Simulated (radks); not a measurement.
Results of a calculation; reference values are marked as such.
Polarisability of the titanium ion Ti+, [Ar] 3d2 4s1, at imaginary frequency. Level of theory: non-relativistic Kohn-Sham, LDA (Slater exchange, VWN5 correlation), spin-polarised, spherical densities, point nucleus; open shells are filled with parallel spins first (a radial shooting solver on a logarithmic mesh with Libxc functionals). Response by self-consistent Sternheimer equations with the Hartree and adiabatic LDA kernel.

| w (hartree) | alpha1(iw) (bohr^3) |
|---|---|
| 0.00266 | 43.67 |
| 0.0143 | 43.36 |
| 0.0360 | 41.75 |
| 0.0697 | 37.31 |
| 0.118 | 29.65 |
| 0.186 | 20.85 |
| 0.280 | 13.56 |
| 0.413 | 8.630 |
| 0.605 | 5.537 |
| 0.892 | 3.565 |
| 1.35 | 2.216 |
| 2.12 | 1.239 |
| 3.59 | 0.5697 |
| 6.94 | 0.1951 |
| 17.5 | 0.04140 |

Static values: alpha1 = 43.68 bohr^3 (6.472 angstrom^3; uncoupled 60.28). C6 = 269.2, triple-dipole C9 = 8267 atomic units. One-pole (London) frequency 4 C6 / (3 alpha1^2) = 0.188 hartree, against 0.406 for minus the highest occupied eigenvalue. The dipole shielding factor is 0.954, as the force sum rule N/Z = 0.955 demands.
